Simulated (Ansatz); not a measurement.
A set of 12 reactions (isomerisation), with CCSD(T)/CBS values in kJ/mol:

```json
{"reaction": "`CCCCCC(C)(C)C` → `CC(C)(C)CC(C)(C)C`", "ΔE": "4.6"}
{"reaction": "`CCCCCC(C)(C)C` → `CC(C)C(C)C(C)(C)C`", "ΔE": "7.2"}
{"reaction": "`[CH3][InH][SeH]` → `C[Se][InH2]`", "ΔE": "42.5"}
{"reaction": "`C/C=C/[SiH2][SiH3]` → `[SiH3]/C=C/C[SiH3]`", "ΔE": "5.6"}
{"reaction": "`CCCCCC(C)(C)C` → `CC(C)CC(C)C(C)C`", "ΔE": "7.7"}
{"reaction": "`C/C=C/[SiH2][SiH3]` → `[SiH3]C[SiH]1CC1`", "ΔE": "4.3"}
{"reaction": "`C/C=C/[SiH2][SiH3]` → `C1C[SiH2][SiH2]C1`", "ΔE": "-80.6"}
{"reaction": "`C/C=C/[SiH2][SiH3]` → `CC1([SiH3])C[SiH2]1`", "ΔE": "38.7"}
{"reaction": "`C/C=C/[SiH2][SiH3]` → `C=C(C)[SiH2][SiH3]`", "ΔE": "4.5"}
{"reaction": "`C/C=C/[SiH2][SiH3]` → `C=C([SiH3])C[SiH3]`", "ΔE": "12.6"}
{"reaction": "`C/C=C/[SiH2][SiH3]` → `C[SiH2]/C=C/[SiH3]`", "ΔE": "-26.3"}
{"reaction": "`C/C=C/[SiH2][SiH3]` → `CC=C([SiH3])[SiH3]`", "ΔE": "0.5"}
```

Computed with Ansatz on PBE0-D4/def2-TZVP structures; ΔE is electronic, products minus reactants. CCSD(T)/CBS is the MP2 limit (def2-TZVPP, def2-QZVPP) plus CCSD(T) − MP2 in def2-TZVPP, frozen cores. Double bonds are as drawn, so ΔE can hold a change between cis and trans. Functionals use def2-TZVPP. B3LYP here is the variant with VWN-RPA as its local correlation; programs differ in this. Elements past krypton have def2 core potentials. For In, Se outer-core shells are correlated without core-valence functions, which leaves a few kJ/mol of doubt a bond. Scalar relativity is left out up to krypton. One conformer a species, not always the lowest.

(1) Give the mean, mean absolute and largest difference (level minus CCSD(T)/CBS, kJ/mol) for: PBE-D4, r2SCAN-D4, B3LYP-D4, ωB97X-V, PBE, r2SCAN, B3LYP, HF/def2-TZVPP, MP2/def2-TZVPP, CCSD/def2-TZVPP, CCSD(T)/def2-TZVPP, MP2/def2-QZVPP, SCS-MP2/def2-QZVPP, CCSD/CBS(def2). (Estimate.)

The largest T1 diagnostic in the set is 0.013, for `C[Se][InH2]` (customary mark 0.02).

CCSD(T)/CBS is a level of theory with its own doubt, and the functionals carry their triple-zeta basis error, so these figures describe this set and don't rank the functionals.

Answers

(1) Ansatz gave: 
```json
{"level": "PBE-D4", "mean": "4.3", "mean absolute": "5.9", "largest": "15.0"}
{"level": "r2SCAN-D4", "mean": "1.7", "mean absolute": "3.7", "largest": "7.7"}
{"level": "B3LYP-D4", "mean": "4.4", "mean absolute": "5.4", "largest": "13.9"}
{"level": "ωB97X-V", "mean": "-0.2", "mean absolute": "3.4", "largest": "-7.7"}
{"level": "PBE", "mean": "8.1", "mean absolute": "8.9", "largest": "17.3"}
{"level": "r2SCAN", "mean": "2.6", "mean absolute": "4.1", "largest": "8.9"}
{"level": "B3LYP", "mean": "10.5", "mean absolute": "11.1", "largest": "24.4"}
{"level": "HF/def2-TZVPP", "mean": "12.7", "mean absolute": "14.7", "largest": "38.2"}
{"level": "MP2/def2-TZVPP", "mean": "-6.4", "mean absolute": "6.8", "largest": "-17.3"}
{"level": "CCSD/def2-TZVPP", "mean": "1.8", "mean absolute": "2.0", "largest": "5.5"}
{"level": "CCSD(T)/def2-TZVPP", "mean": "0.4", "mean absolute": "1.0", "largest": "2.4"}
{"level": "MP2/def2-QZVPP", "mean": "-6.7", "mean absolute": "7.2", "largest": "-18.8"}
{"level": "SCS-MP2/def2-QZVPP", "mean": "-2.4", "mean absolute": "3.4", "largest": "-7.0"}
{"level": "CCSD/CBS(def2)", "mean": "1.4", "mean absolute": "1.5", "largest": "4.0"}
```
